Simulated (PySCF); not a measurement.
## Computed properties of 1,3-azasiletidine (C2H7NSi), SMILES C1NC[SiH2]1

C2H7NSi, SMILES C1NC[SiH2]1. Geometry optimised at PBE0-D3(BJ)/def2-SVP. Other conformers were not sampled. All values are computed for the isolated molecule unless a solvent is named; none is compared with measurement here.

**Structure.** The optimised structure has Cs symmetry. All 27 harmonic modes at PBE0-D3(BJ)/def2-SVP (PySCF) are real, so it is a minimum. With heavy atoms numbered as in [CH2:1]1[NH:2][CH2:3][SiH2:4]1, the shortest bond between them is C1–N2 at 1.466 Å and the longest C1–Si4 at 1.902 Å.

**Vibrations.** The strongest infrared lines (harmonic, unscaled, degenerate partners summed) lie at 2225 cm⁻¹ (128 km/mol, H 97 %), 2242 cm⁻¹ (115 km/mol, H 96 %), 778 cm⁻¹ (101 km/mol, H 74 %, Si 16 %, C 9 %). The softest mode is at 176 cm⁻¹ and the zero-point energy is 55.1 kcal/mol.

**Electronic structure.** HF/def2-TZVP (PySCF) places the frontier levels at -9.97 and 2.99 eV, a gap of 12.96 eV, and gives a dipole moment of 1.05 D and a mean polarisability of 53.6 bohr³. PBE/def2-TZVP (PySCF) at the same geometry gives -5.07 and -0.60 eV, so its gap is 8.49 eV narrower. An orbital gap is neither the optical nor the fundamental gap.

**Excitations.** TDA-M06-2X/def2-SVPD (PySCF) has S1 at 6.03 eV (206 nm, f = 0.002, dark); the most intense of the 10 singlets computed lies at 7.61 eV (f = 0.13). T1 (TDA) is at 5.85 eV, 0.18 eV under S1. TDA-PBE/def2-SVPD (PySCF) puts S1 at 4.55 eV. No vertical singlet excitation falls in the visible range (under 3.1 eV).

**NMR.** GIAO shifts at PBE0/pcSseg-1 (PySCF) (non-relativistic, atoms alike by connectivity averaged): ¹³C at 41.9 ppm against TMS; ¹H from 0.6 to 5.1 ppm against TMS; ²⁹Si at -22.9 ppm against TMS.
